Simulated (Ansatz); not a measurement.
Breaking the Be1–Cl3 bond in BeClF (SMILES [F][Be][Cl]) (multiplicity 1 held, fragments rigid). Energies count from the point at 1.810 Å.
Geometry at that point (charge 0, multiplicity 1):
```xyz
3

Be     0.000     0.000    -0.613
F      0.000     0.000    -1.988
Cl     0.000     0.000     1.197
```

R- and RO- levels are restricted; in cc, def2 and unpolarised 6-31G sets they are followed outwards from rest. Unrestricted levels (U-) break spin symmetry where that is lower. Active spaces are followed from a long bond inwards. Curves can end on different states.

Cores are frozen in the correlated methods.

Codes used: Ansatz (a program for electronic structure). Values without a source in brackets are computed.

Energies in kcal/mol.

| R (Å) | R-MP2/aug-cc-pV(D+d)Z | U-MP2/aug-cc-pV(D+d)Z | FIC-MRCISD on CASSCF(6,4)/aug-cc-pV(D+d)Z | FIC-MRCISD+Q on CASSCF(6,4)/aug-cc-pV(D+d)Z |
|---|---|---|---|---|
| 1.448 | 57.0 | 57.0 | 56.0 | 56.7 |
| 1.629 | 11.2 | 11.2 | 10.8 | 11.1 |
| 1.810 | 0.0 | 0.0 | 0.0 | 0.0 |
| 1.991 | 5.0 | 5.0 | 5.1 | 4.9 |
| 2.172 | 16.9 | 16.9 | 17.1 | 16.8 |
| 2.443 | 38.9 | 38.9 | 38.8 | 38.5 |
| 2.715 | 60.4 | 60.4 | 59.9 | 59.7 |
| 3.167 | 90.8 | 103.3 | 88.6 | 88.9 |
| 3.620 | 113.4 | 118.6 | 107.1 | 108.1 |
| 4.163 | 131.7 | 123.6 | 116.5 | 118.1 |
| 4.887 | 144.4 | 125.0 | 119.4 | 121.3 |
| 5.792 | 147.1 | 125.4 | 119.9 | 121.9 |

Doubts at one or more of the structures used: a restricted determinant that unrestricted orbitals would lower (R-MP2/aug-cc-pV(D+d)Z); a spin-contaminated determinant (U-MP2/aug-cc-pV(D+d)Z); active orbitals that take no part (FIC-MRCISD on CASSCF(6,4)/aug-cc-pV(D+d)Z, FIC-MRCISD+Q on CASSCF(6,4)/aug-cc-pV(D+d)Z).
